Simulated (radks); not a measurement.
Results of a calculation; reference values are marked as such.
Spherical quantum dot in the effective-mass picture: electrons in a hard-walled sphere of radius 3.62, with a point charge +1 (a donor) at the centre, all in effective atomic units (hartree* = m*/eps^2 hartree, bohr* = eps/m* bohr), one dielectric constant everywhere. Level of theory: non-relativistic Kohn-Sham, LDA (Slater exchange, Perdew-Wang correlation), spin-polarised, spherical densities (a radial shooting solver with Libxc functionals). Levels are named by radial order and angular momentum (1s, 1p, 1d, 2s, ...), and open shells are averaged over m. Results are scaled to m* = 0.068 and eps = 11, for which hartree* = 15.29 meV and bohr* = 8.56 nm. Each electron was tried in the lowest free levels, single moves between levels near the top were tried too, and the lowest total energy was kept; such a search can miss a lower state. At N = 1 the Hartree and exchange-correlation terms need not cancel, so that row can carry a self-interaction error.

N	open shells	2S	E (meV)	mu = E(N) - E(N-1) (meV)	addition energy mu(N+1) - mu(N) (meV)	rms radius (nm)
1	1s(up 1, down 0)	1	-6.76720	-6.7672	9.178	12.49
2	none	0	-4.35593	2.4113	14.14	14.05
3	1p(up 1, down 0)	1	12.1988	16.555	5.326	16.24
4	1p(up 2, down 0)	2	34.0800	21.881	5.474	17.35
5	1p(up 3, down 0)	3	61.4354	27.355	6.940	18.08
6	1p(up 3, down 1)	2	95.7305	34.295	5.201	18.63
7	1p(up 3, down 2)	1	135.227	39.496	5.305	19.06
8	none	0	180.027	44.801	11.84	19.41
9	1d(up 1, down 0)	1	236.665	56.637	5.110	19.81
10	1d(up 2, down 0)	2	298.411	61.747	5.135	20.13
11	1d(up 3, down 0)	3	365.294	66.882	5.149	20.41
12	1d(up 4, down 0)	4	437.325	72.031	5.155	20.65
13	1d(up 5, down 0)	5	514.511	77.186	6.517	20.86
14	1d(up 5, down 1)	4	598.214	83.703	5.027	21.05
15	1d(up 5, down 2)	3	686.945	88.730	5.052	21.22
16	1d(up 5, down 3)	2	780.727	93.782	5.066	21.37
17	1d(up 5, down 4)	1	879.575	98.848	5.074	21.51
18	none	0	983.497	103.92	8.950	21.64
19	2s(up 1, down 0)	1	1096.37	112.87	8.764	21.57
20	none	0	1218.01	121.64	5.271	21.47
21	2s(up 1, down 0) 1f(up 2, down 0)	3	1344.91	126.91	4.835	21.83
22	2s(up 1, down 0) 1f(up 3, down 0)	4	1476.66	131.74	4.984	21.95
23	2s(up 1, down 0) 1f(up 4, down 0)	5	1613.38	136.73	4.986	22.06
24	2s(up 1, down 0) 1f(up 5, down 0)	6	1755.09	141.71	-	22.17

All shells are closed at N = 2, 8, 18, 20 (there: 1s2 1p6 1d10 2s2); the second difference of the energy has clear peaks (12 % above both neighbours; the first and last values, which can be the largest, are not judged, and half-filled shells can peak too) at N = 2, 5, 8, 13.
